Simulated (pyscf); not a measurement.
`[CH2]1[CH2][Cl+]1`, singlet

Gas-phase minimum from PySCF at ωB97X-D3(BJ)/def2-SVP, one conformer. 

```
C
H 1 1.0962
H 1 1.0962 2 117.50
C 1 1.4593 2 119.74 3 160.30
H 4 1.0962 1 119.73 2 0.00
H 4 1.0962 5 117.50 1 160.30
Cl 1 1.8568 2 109.54 3 -125.81
```
Charge +1, spin multiplicity 1.

Properties at ωB97X-D3(BJ)/def2-SVP:

Harmonic wavenumbers, unscaled: 536, 592, 836, 960, 960, 1120, 1155, 1194, 1241, 1445, 1506, 3168, 3172, 3290, 3297 cm⁻¹
Zero-point energy: 35.0 kcal/mol
Rotational symmetry number: 2
Entropy of this conformer at 298 K and 1 atm, rigid rotor and harmonic oscillator, modes under 100 cm⁻¹ raised to 100: 256.9 J/(mol K)
Dipole moment: depends on origin

Single-point totals, which compare only within one level (frozen core for MP2 and CC):

```tsv
level	total energy (hartree)
ωB97X-D3(BJ)/def2-TZVP	-538.55863
PBE/def2-TZVP	-538.21660
r²SCAN/def2-TZVP	-538.43002
B3LYP-D3(BJ)/def2-TZVP	-538.53496
PBE0-D3(BJ)/def2-TZVP	-538.26658
M06-2X/def2-TZVP	-538.45321
ωB97M-D3(BJ)/def2-TZVP	-538.57906
HF/def2-TZVPP	-537.27729
MP2/def2-TZVPP	-537.78872
CCSD/def2-TZVPP	-537.82401
CCSD(T)/def2-TZVPP	-537.84848
```

The CCSD(T) − MP2 part came from Ansatz, without density fitting, on the same reference.
